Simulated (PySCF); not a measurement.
Compound: C7H9OP.
Structure used (PBE0-D3(BJ)/def2-SVP), in Å, numbered top down from 1:
```xyz
18
C7H9OP angstrom
C      2.4535   -1.2630    0.4087
C      1.1044   -0.6441    0.1519
C      0.9826    0.8239   -0.0898
P      0.2758    0.2845    1.5434
C     -1.4700    0.0786    1.0885
C     -2.5835    0.1192    1.8866
C     -3.7065   -0.1073    1.0328
C     -3.1933   -0.2688   -0.2190
O     -1.8493   -0.1591   -0.1941
H      3.0758   -0.6193    1.0502
H      2.9987   -1.4148   -0.5381
H      2.3583   -2.2389    0.9073
H      0.4115   -1.2605   -0.4317
H      0.2674    1.1626   -0.8447
H      1.8923    1.4312   -0.0225
H     -2.5916    0.2933    2.9607
H     -4.7570   -0.1445    1.3126
H     -3.6418   -0.4602   -1.1907
```

Computed, not measured: PySCF, TDDFT wB97X-D/def2-SVPD, vertical, gas phase, core orbitals frozen in the response.

Kohn–Sham orbitals with the atoms that hold most of them (Löwdin shares over 4%, at most four atoms; ? is withheld):

| orbital | ε (eV) | atoms |
| --- | --- | --- |
| HOMO-3 | -10.22 | C6 22%, O9 22%, C5 14%, P4 12% |
| HOMO-2 | -9.82 | C7 21%, P4 17%, C8 13%, C5 9% |
| HOMO-1 | -9.26 | ? |
| HOMO | -8.03 | ? |
| LUMO | 1.31 | C5 15%, P4 15%, C8 14%, C6 13% |
| LUMO+1 | 2.31 | P4 18%, C1 14%, C3 11%, C2 10% |
| LUMO+2 | 2.57 | C8 18%, C7 16%, C6 13%, P4 11% |

Task: Give the leading atoms of the HOMO.

Result: C8 (bonded to C, O and H) 18%; C5 (bonded to C, O and P) 17%; C6 (bonded to 2 C and H) 13%; P4 (bonded to 3 C) 12%. By element: carbon 48% or more, phosphorus 12%.

Task: Which atoms hold the HOMO-1, and with what shares?

Result: P4 (bonded to 3 C) 51%; C2 (bonded to 2 C, P and H) 15%; C3 (bonded to C, P and 2 H) 15%; C5 (bonded to C, O and P) 7%. By element: phosphorus 51%, carbon 37% or more.

Task: How does S1 compare with the orbital gap of 9.34 eV?

Result: S1 is at 5.41 eV (f = 0.360), 3.93 eV below the gap, made of HOMO→LUMO (96%). 

Next come S2 at 6.16 eV (f 0.0066), HOMO-1→LUMO (43%), HOMO→LUMO+1 (35%); S3 at 6.22 eV (f 0.016), HOMO-1→LUMO (49%), HOMO→LUMO+1 (32%); S4 at 6.61 eV (f 0.0052), HOMO→LUMO+2 (77%), HOMO→LUMO+1 (10%); S5 at 6.73 eV (f 0.0004), HOMO-2→LUMO (27%), HOMO-3→LUMO (23%), HOMO→LUMO+6 (18%).

Löwdin shares depend on the basis, the more so with diffuse functions.

The run took 2.8 min of wall time (grids of density and orbitals included) on one thread of an Intel Xeon Platinum 8488C, no GPU, shared host with 192 logical CPUs at a one-minute load of 58, and the process peaked at 1.2 GiB of memory.

One conformer stands for the species.
